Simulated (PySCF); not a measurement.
## Structure from NMR data

An unknown has the formula C$_{7}$H$_{10}$ClFO$_{2}$. Its calculated NMR data are:

1H NMR (600 MHz, computed): δ 4.15 (m, 1H), 3.57 (s, 3H), 2.50 (m, 1H), 2.32 (m, 1H), 2.11 (m, 1H), 1.22 (d, 3H).

13C{1H} NMR (computed): δ 186.8 (C), 103.3 (C), 89.9 (CH), 60.3 (CH3), 36.5 (CH2), 28.9 (CH), 14.4 (CH3).

No relativistic terms, in vacuum, one conformer, one averaged value for each set of equivalent atoms. σ from GIAO-PBE0/pcSseg-1; GFN2-xTB geometry; PySCF.

δ = σ(ref) − σ, references computed at the same level: 1H (σref 31.72) and 13C (σref 186.93) against TMS.

Question: Propose a structure and justify it.

Answer: 
Rings plus π bonds: 2 (1 ring in the answer). 7 carbon signals for 7 carbons: no two carbons are equivalent. Carbon types of the structure: 2 × C, 2 × CH, 1 × CH2, 2 × CH3, which accounts for all hydrogens. δC 186.8: carbonyl carbon. δC 103.3: fully substituted sp3 carbon bonded to F, α to a carbonyl; the inductive effect lowers its shielding. δC 89.9: sp3 CH bonded to O; the inductive effect lowers its shielding. δC 60.3: methyl carbon bonded to O; pulled downfield by the heteroatom. δC 14.4: methyl carbon; a saturated carbon with 1 carbon neighbour and no heteroatom attached. δH 3.57: hydrogen on a methyl carbon bonded to O; its carbon carries O, which withdraws density. δH 1.22: hydrogen on a methyl carbon; far from electronegative atoms and π systems.

The compound is `CO[C@@H]1[C@H](C)C[C@]1(F)C(=O)Cl`.

This is the structure that produced the data.

Carbons that carry Cl, above all several Cl atoms, come out too deshielded, partly because spin–orbit coupling is missing. Splittings by 19F in the carbon and heteronuclear signals aren't shown, as no couplings were computed. Shifts are as computed. Against solution values, carbons near 30 ppm lie about +3 ppm off and those near 130 ppm about +5 ppm; carbons on Cl a further +6 ppm. Of 1211 compounds with measured shifts, 218 miss one by over three times the rms of a fit or turn the order of signals round; such compounds aren't used in these exercises. No couplings were computed; multiplicities are counted from neighbouring protons, with m where these are inequivalent, close in shift, in a saturated or five-membered ring or joined by F or P, and br s for small geminal =CH2 splittings.
